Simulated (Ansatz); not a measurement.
C$_{6}$H$_{14}$Cl$_{2}$HfO$_{2}$ (`CC(C)[O][Hf]([Cl])([Cl])[O]C(C)C`). The species carries charge 0 and has multiplicity 1. Hf takes the def2 core potential. Geometry: relaxed with PBE0-D4/def2-TZVP. It is one conformer, not always the lowest.

```xyz
25

C     0.830    1.918   -0.812
C    -0.457    1.802   -1.603
C    -1.380    2.985   -1.392
O    -1.128    0.619   -1.246
Hf   -1.838   -0.979   -0.527
Cl   -2.319   -2.472   -2.301
Cl   -3.768   -0.445    0.736
O    -0.560   -1.776    0.617
C     0.537   -2.176    1.400
C     1.710   -2.504    0.498
C     0.864   -1.094    2.409
H     1.390    2.805   -1.118
H     1.462    1.042   -0.972
H     0.612    2.001    0.256
H    -0.215    1.723   -2.671
H    -1.642    3.078   -0.335
H    -2.300    2.862   -1.965
H    -0.894    3.910   -1.711
H     0.234   -3.084    1.936
H     2.034   -1.610   -0.042
H     1.433   -3.269   -0.230
H     2.553   -2.875    1.085
H     1.674   -1.415    3.067
H     1.178   -0.180    1.897
H    -0.009   -0.866    3.024
```

**Question.** What is the dipole moment at B3LYP/def2-TZVPP? (Estimate.)

**Answer.** Computed: 4.41 D, with components (3.96, 1.72, 0.93) D in this frame, pointing from negative to positive charge.

**Question.** And with PBE, r2SCAN, ωB97M-V? (Estimate.)

**Answer.** Computed: PBE 4.42 D, r2SCAN 4.50 D, ωB97M-V 4.37 D.

**Question.** Give the Mulliken charges with B3LYP, r2SCAN, PBE in def2-TZVPP. (Estimate.)

**Answer.** The calculation gave: 
| atom | B3LYP | r2SCAN | PBE |
| --- | --- | --- | --- |
| C1 | -0.26 | -0.16 | -0.25 |
| C2 | 0.17 | 0.22 | 0.14 |
| C3 | -0.24 | -0.14 | -0.24 |
| O4 | -0.39 | -0.39 | -0.29 |
| Hf5 | 0.94 | 0.95 | 0.76 |
| Cl6 | -0.31 | -0.32 | -0.29 |
| Cl7 | -0.32 | -0.32 | -0.29 |
| O8 | -0.39 | -0.39 | -0.30 |
| C9 | 0.18 | 0.21 | 0.15 |
| C10 | -0.26 | -0.14 | -0.25 |
| C11 | -0.26 | -0.14 | -0.25 |
| H12 | 0.09 | 0.05 | 0.08 |
| H13 | 0.09 | 0.05 | 0.09 |
| H14 | 0.08 | 0.05 | 0.08 |
| H15 | 0.06 | 0.01 | 0.06 |
| H16 | 0.08 | 0.05 | 0.08 |
| H17 | 0.09 | 0.06 | 0.09 |
| H18 | 0.08 | 0.05 | 0.08 |
| H19 | 0.06 | 0.02 | 0.06 |
| H20 | 0.07 | 0.04 | 0.07 |
| H21 | 0.10 | 0.06 | 0.10 |
| H22 | 0.08 | 0.05 | 0.08 |
| H23 | 0.08 | 0.05 | 0.08 |
| H24 | 0.07 | 0.04 | 0.07 |
| H25 | 0.10 | 0.06 | 0.10 |

B3LYP here is the variant with VWN-RPA as its local correlation; programs differ in this.
